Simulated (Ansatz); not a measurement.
`[SiH3][SiH2][InH2]` and `B[SiH2][InH2]` differ in one atom or group.

Ansatz, PBE0-D4/def2-TZVP geometries, multiplicity 1. 

Elements past krypton have def2 core potentials.

| property | `[SiH3][SiH2][InH2]` |
| --- | --- |
| HOMO energy (ωB97M-V/def2-TZVPP) / eV | -9.19 |
| ideal-gas entropy at 298 K and 1 bar (rigid rotor, harmonic PBE0-D4/def2-TZVP) / J/(mol·K) | 381 |
| size of the dipole moment (B3LYP/def2-TZVPP) / D | 0.25 |
| HOMO energy (PBE0/def2-TZVPP) / eV | -7.25 |
| size of the dipole moment (ωB97M-V/def2-TZVPP) / D | 0.29 |
| LUMO energy (PBE/def2-TZVPP) / eV | -2.93 |

Q: What does the change do to each property? (Estimate.)

A: The calculation gave: 
```tsv
property	`B[SiH2][InH2]`	shift
HOMO energy (ωB97M-V/def2-TZVPP) / eV	-8.81	0.38
ideal-gas entropy at 298 K and 1 bar (rigid rotor, harmonic PBE0-D4/def2-TZVP) / J/(mol·K)	344	-37
size of the dipole moment (B3LYP/def2-TZVPP) / D	1.06	0.81
HOMO energy (PBE0/def2-TZVPP) / eV	-6.91	0.34
size of the dipole moment (ωB97M-V/def2-TZVPP) / D	1.11	0.82
LUMO energy (PBE/def2-TZVPP) / eV	-2.74	0.19
```

With PBE0 the HOMO rises by 0.34 eV and the LUMO rises by 0.23 eV, so the gap narrows by about 0.11 eV. PBE moves the HOMO by 0.24 eV and ωB97M-V by 0.38 eV. The zero-point energy changes by -11.1 kJ/mol with -3 modes. Dipoles are sizes alone; their direction can turn. Modes under 60 cm⁻¹, often nearly free rotors, make the harmonic entropy too high.

B3LYP here is the variant with VWN-RPA as its local correlation; programs differ in this.
